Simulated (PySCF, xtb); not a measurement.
C4H7ClSi, SMILES C=C=C(C)[SiH2]Cl.

GFN2-xTB (xtb) at its own geometry gives an orbital gap of 4.49 eV and a dipole moment of 1.82 D.

Geometry optimised at TPSSh-D3(BJ)/def2-SVP. The structure was generated by enumeration, and PubChem lists no compound with its InChIKey, so it may never have been made. Other conformers were not sampled.

Problem. What does PBE/def2-TZVP (PySCF) give? (The exact figures need the calculation; the answer reports its results.)

Solution. gap 5.01 eV (levels -6.45 and -1.43 eV), dipole 1.76 D.
